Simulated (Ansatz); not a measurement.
This geometry of BFH6N2Si (11 atoms, charge 0, multiplicity 1) is a first-order saddle point.

These are results of Ansatz 0.2.0, RKS PBE-D4/def2-SVP, not measurements.

```xyz
11
Properties=species:S:1:pos:R:3
N -0.867 1.560 0.779
B -0.566 0.220 1.047
N 0.603 -0.429 0.413
Si 0.651 -1.129 -1.159
F 0.765 -0.005 -2.362
H -0.319 2.121 0.122
H -1.657 2.052 1.196
H -1.300 -0.383 1.819
H 1.508 -0.215 0.843
H -0.631 -1.862 -1.404
H 1.878 -1.984 -1.274
```

**Question.** Which two structures does it join? (They come from a converged band through this point; their orientation in space is the band's.)

**Answer.** No bond is made or broken. The dihedral N1–B2–N3–H9 goes from -1 to 178°.

First end point:

```xyz
11
Properties=species:S:1:pos:R:3
N -0.778 1.468 1.496
B -0.707 0.455 0.516
N 0.540 -0.087 0.033
Si 0.698 -1.256 -1.240
F 0.920 -0.545 -2.706
H 0.029 1.916 1.930
H -1.670 1.827 1.831
H -1.747 0.008 0.065
H 1.411 0.300 0.413
H -0.558 -2.062 -1.321
H 1.929 -2.079 -0.998
```

Last end point:

```xyz
11
Properties=species:S:1:pos:R:3
N -1.339 0.928 0.792
B 0.044 0.786 1.025
N 0.907 -0.061 0.227
Si 0.531 -1.068 -1.132
F 0.697 -0.283 -2.566
H -1.864 0.459 0.053
H -1.919 1.516 1.386
H 0.537 1.408 1.951
H 1.893 -0.026 0.497
H -0.905 -1.490 -1.040
H 1.482 -2.225 -1.173
```

**Question.** How far does it lie above each of them?

**Answer.** 47.7 kJ/mol above the first and 45.2 kJ/mol above the second. This is the barrier of this one path; another mechanism may lie lower.

Time of the run: 3.6 min on 2 threads of Arm Neoverse V1, on a shared host, peak memory 0.14 GiB.
